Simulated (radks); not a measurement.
The numbers below are computed, except where a source is named.
Question: Ionisation of Hf, [Xe] 4f14 5d2 6s2, to Hf+, [Xe] 4f14 5d1 6s2, under several functionals. Dirac Kohn-Sham, spin-unpolarised, spherical densities, point nucleus; open shells are shared between the two j in proportion to 2j + 1; a radial shooting solver on a logarithmic mesh with Libxc functionals. Known Delta-SCF values: revPBE 6.442 eV; exchange-only B88 5.660 eV; OLYP 6.307 eV. What does LDA (Slater exchange, Perdew-Zunger correlation) give, and what is its highest occupied eigenvalue?

Answer: 6.733 eV by Delta-SCF; the 5d5/2 eigenvalue is -2.700 eV. NIST: 6.825 eV (measured).

Beside tabulated values, note that spin-unpolarised runs miss the spin-polarisation part of the exchange energy of open shells.
